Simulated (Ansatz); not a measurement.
A run for Ansatz (an electronic-structure program): R-MP2/def2-QZVPP on H3NPb (SMILES [NH2][PbH]), a point of a torsion scan. Elements past Kr take the def2 small-core potentials; no spin–orbit coupling. Files ending in .json are basis or fitting sets from the Basis Set Exchange. The run froze 10 orbitals, filled d shells among them.

Ansatz 0.2 input:
```yaml
crystal:
  periodic: [false, false, false]
  atoms:
    - {symbol: N, position_ang: [-0.74598608, -0.03713943, 0.00799407]}
    - {symbol: Pb, position_ang: [1.25302931, -0.70771199, -0.27230723]}
    - {symbol: H, position_ang: [-1.44789316, -0.47042779, 0.58309638]}
    - {symbol: H, position_ang: [-1.16378049, 0.77694707, -0.41401573]}
    - {symbol: H, position_ang: [1.07170113, -2.16792514, 0.83765662]}
basis:
  gaussian:
    orbitals: def2-QZVPP.json
magnetization: {spin_polarized: false}
correlation: {method: mp2, electrons: outside_noble_gas}
scf: {lower_state_search: off}
```

The head of its log:

```
WARN ansatz: RAYON_NUM_THREADS=1 ignored (pool sized by the plan → 1); use --threads N
Functional definition: HF
these checks for a lower state are left out or cut short: stability, starts, cluster_reference, orbital_swaps, neighbouring_geometries, increment
integrals: 0.47 GiB planned
1363 factors; integrals over basis functions are off by at most 7.7e-4 eV
mean field: 0.64 GiB planned
mean field evaluation 1: about -6745.8768 eV, gradient 4.1e1 eV
mean field evaluation 2: about -6745.8788 eV, gradient 4.1e1 eV
mean field evaluation 4: about -6749.4382 eV, gradient 3.2e0 eV
mean field evaluation 8: about -6749.4822 eV, gradient 9.5e-4 eV
mean field -6749.48218258 eV, -248.0388952466 hartree, gradient 2.2e-6 eV, S^2 0.000000; 0 other end points of the search recorded, 0 dependent functions left out
10 core orbitals not correlated, not the lowest: weight in the atoms' cores, before any rotation towards them, 0.505 or more for the frozen orbitals, at most 0.495 for the correlated occupied ones
reference -6749.48218258 eV, -248.0388952466 hartree; 6, 6 occupied and 213, 213 virtual orbitals, 1363 factors
```

Problem. Give the final energy of this run.

Solution. -248.3699 hartree.
